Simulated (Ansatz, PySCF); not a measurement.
Reaction (SMILES): CCl (CH3Cl) [chloromethane] → [CH3] (CH3) + Cl atom (the C-Cl bond at the site shown breaks; other sites are not compared here)
Geometries: B3LYP-D3(BJ)/def2-TZVP minima from Ansatz (a quantum-chemistry and plane-wave program).
Geometry of the first species:
```xyz
5

C      0.0082     0.0133    -1.1337
Cl    -0.0048    -0.0077     0.6605
H      0.0175     1.0478    -1.4634
H      0.8997    -0.5040    -1.4752
H     -0.8852    -0.4920    -1.4879
```
Charge 0, spin multiplicity 1.

Wanted: bond dissociation energy (enthalpy at 298 K, with B3LYP-D3(BJ) rigid-rotor harmonic-oscillator terms from PySCF), in kJ/mol. Valence correlation only, unless marked. UHF or UKS for open shells. No spin-orbit coupling. No relativistic terms. CBS marks a two-point X^-3 extrapolation of the correlation energy; Hartree-Fock from the larger set.

```json
[
 {"level": "PBE-D4/def2-TZVPD", "program": "Ansatz + dftd4", "bond dissociation energy (kJ/mol)": "(withheld)"},
 {"level": "TPSS-D3(BJ)/def2-TZVPD", "program": "PySCF + dftd3", "bond dissociation energy (kJ/mol)": "347.3"},
 {"level": "B3LYP/def2-TZVPD", "program": "Ansatz", "bond dissociation energy (kJ/mol)": "(withheld)"},
 {"level": "PW6B95-D3(BJ)/def2-TZVPD", "program": "PySCF + dftd3", "bond dissociation energy (kJ/mol)": "(withheld)"},
 {"level": "MN15/def2-TZVPD", "program": "PySCF", "bond dissociation energy (kJ/mol)": "358.5"},
 {"level": "B2PLYP/def2-TZVPD", "program": "Ansatz", "bond dissociation energy (kJ/mol)": "(withheld)"},
 {"level": "RPA@PBE/cc-pV(T+d)Z", "program": "Ansatz", "bond dissociation energy (kJ/mol)": "310.9"},
 {"level": "CCSD(T)/CBS(def2-TZVPPD,def2-QZVPPD)", "program": "Ansatz", "bond dissociation energy (kJ/mol)": "353.0"}
]
```

Problem. Fill in the missing entries.

Solution. 
- PBE-D4/def2-TZVPD, bond dissociation energy (kJ/mol): 366.0
- B3LYP/def2-TZVPD, bond dissociation energy (kJ/mol): 332.5
- PW6B95-D3(BJ)/def2-TZVPD, bond dissociation energy (kJ/mol): 356.5
- B2PLYP/def2-TZVPD, bond dissociation energy (kJ/mol): 339.3
